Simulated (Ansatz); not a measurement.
YF₃. Total charge 0; singlet. Geometry PBE-D4/def2-TZVP, basis def2-TZVP, Ansatz.

```csv
atom,x (Å),y (Å),z (Å)
Y1,-0.040,0.078,0.130
F2,-0.208,-1.754,0.932
F3,-1.536,0.781,-1.010
F4,1.785,0.895,-0.052
```

```tsv
run	HOMO (eV)	LUMO (eV)
A	-10.83	-2.09
B	-8.97	-2.64
C	-10.51	-2.43
D	-8.84	-3.35
E	-12.10	-1.77
F	-9.71	-2.41
```

In the def2 sets Y takes a core potential; there is no spin–orbit coupling. The structure comes from a short search, and lower isomers may exist.

The runs used CAM-B3LYP, LDA (SPW92), PBE0, r2SCAN, r2SCAN0, r2SCANh. Estimate which is which.

A r2SCAN0 (25 % exact exchange); B r2SCAN (0 % exact exchange); C PBE0 (25 % exact exchange); D LDA (SPW92) (0 % exact exchange); E CAM-B3LYP (range-separated); F r2SCANh (10 % exact exchange). Exact exchange lowers occupied and raises empty levels; among semilocal functionals meta-GGAs tend to open the gap a little, and such runs are hard to tell apart. The gap grows from 5.49 eV (LDA (SPW92)) to 10.32 eV (CAM-B3LYP).
